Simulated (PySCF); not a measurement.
Job file and geometry (Å, from PBE0-D3(BJ)/def2-SVP) of an NMR shielding run on `InChI=1S/C5H4F4O2/c6-3-2(4(10)11-3)1-5(7,8)9/h2-3H,1H2/t2-,3-/m1/s1`, GIAO PBE0/pcSseg-1 NMR shielding, non-relativistic, gas phase (PySCF); density fitting, a coarse starting grid and PySCF grid level 2 are the driver's defaults:

```
$ OMP_NUM_THREADS=1 python probes_run.py task.json out

{"job": {"kind": "nmr", "xc": "PBE0", "basis": "pcSseg-1"}, "charge": 0, "multiplicity": 1}
O     -1.650675     1.469390    -2.186950
C     -1.536920     0.736948    -1.267077
O     -2.426328    -0.197851    -0.807228
C     -1.514842    -0.672049     0.175135
F     -1.086991    -1.907779    -0.143223
C     -0.515006     0.436207    -0.177242
C      0.891028     0.063926    -0.584688
C      1.802608    -0.084222     0.606558
F      1.327815    -0.985422     1.474519
F      1.928093     1.071078     1.270767
F      3.019917    -0.474059     0.236895
H     -1.966000    -0.696238     1.176953
H     -0.511345     1.250169     0.565121
H      1.311160     0.845971    -1.233883
H      0.901665    -0.883321    -1.141580
```

**Question.** Write the output of this run.

**Answer.** 
```
coarse grid: 14432 points
cycle   1  E = -741.5484372432  dE =  2.215e+00  |g| = 1.299e+00  |ddm| = 3.559e+00
cycle   2  E = -740.9650748839  dE =  5.834e-01  |g| = 2.265e+00  |ddm| = 2.385e+00
cycle   3  E = -741.8197388465  dE = -8.547e-01  |g| = 3.439e-01  |ddm| = 1.814e+00
cycle   4  E = -741.8400202284  dE = -2.028e-02  |g| = 1.098e-01  |ddm| = 2.822e-01
cycle   5  E = -741.8417857410  dE = -1.766e-03  |g| = 3.593e-02  |ddm| = 7.475e-02
cycle   6  E = -741.8420314640  dE = -2.457e-04  |g| = 8.537e-03  |ddm| = 2.885e-02
cycle   7  E = -741.8420433032  dE = -1.184e-05  |g| = 2.628e-03  |ddm| = 5.920e-03
cycle   8  E = -741.8420444621  dE = -1.159e-06  |g| = 5.286e-04  |ddm| = 1.916e-03
final grid: 146360 points
cycle   9  E = -741.9540782254  dE = -4.783e-05  |g| = 1.431e-02  |ddm| = 3.303e-02
cycle  10  E = -741.9540116780  dE =  6.655e-05  |g| = 2.419e-02  |ddm| = 2.514e-02
cycle  11  E = -741.9541137679  dE = -1.021e-04  |g| = 2.088e-03  |ddm| = 1.654e-02
cycle  12  E = -741.9541145133  dE = -7.454e-07  |g| = 5.217e-04  |ddm| = 1.526e-03
cycle  13  E = -741.9541145529  dE = -3.958e-08  |g| = 2.212e-04  |ddm| = 4.444e-04
cycle  14  E = -741.9541145620  dE = -9.136e-09  |g| = 4.771e-05  |ddm| = 1.554e-04
cycle  15  E = -741.9541145623  dE = -2.992e-10  |g| = 1.295e-05  |ddm| = 3.256e-05
converged SCF energy = -741.9541145623

GIAO shielding tensors (ppm)
atom      isotropic    diamagn.    paramagn.     s11        s22        s33       span
  0 O     -106.620     397.997    -504.617   -364.041   -201.670    245.851    609.892
  1 C       14.959     253.700    -238.741    -95.599     67.563     72.914    168.513
  2 O        1.182     403.108    -401.926   -172.537     47.002    129.082    301.619
  3 C       80.658     245.062    -164.404     51.644     77.249    113.081     61.437
  4 F      335.181     474.077    -138.896    263.763    337.144    404.635    140.872
  5 C      131.840     251.213    -119.373     94.625    143.977    156.916     62.291
  6 C      154.969     248.775     -93.806    140.332    146.603    177.972     37.640
  7 C       53.927     242.757    -188.830     51.710     52.647     57.425      5.714
  8 F      257.996     476.346    -218.351    173.580    262.395    338.012    164.432
  9 F      262.939     474.301    -211.362    174.659    266.621    347.537    172.878
 10 F      256.976     469.590    -212.614    171.520    260.750    338.658    167.138
 11 H       25.213      28.934      -3.721     22.497     24.243     28.900      6.403
 12 H       27.686      30.916      -3.231     24.636     29.104     29.318      4.682
 13 H       29.064      29.459      -0.395     24.339     28.690     34.164      9.825
 14 H       28.726      29.918      -1.192     25.157     28.851     32.170      7.014
```

**Question.** Turn these shieldings into chemical shifts. δ = σ(ref) − σ, references computed at the same level: 17O (σ = 334.56 ppm) against H2O; 13C (σ = 184.41 ppm) and 1H (σ = 31.27 ppm) vs TMS; 19F (σ = 177.25 ppm) against CFCl3.

**Answer.** Averaging equivalent atoms: O 0: 441.2; O 2: 333.4; C 1: 169.4; C 7: 130.5; C 3: 103.7; C 5: 52.6; C 6: 29.4; F 8/9/10: -82.1; F 4: -157.9; H 11: 6.05; H 12: 3.58; H 14: 2.54; H 13: 2.20 ppm. Unscaled 19F shifts against computed CFCl3 carry errors that often reach 10 to 50 ppm. Unscaled 17O shifts of doubly bonded oxygen tend to come out too high, by tens of ppm or more. Experimental scales use liquid or dissolved standards, which lie at an offset from isolated H2O (liquid H2O: subtract about 36 ppm).

Size and cost of the density-fitted run: 207 basis functions, 42 s wall time on 1 thread of an Arm Neoverse V1, shared host; peak memory 1.1 GiB.
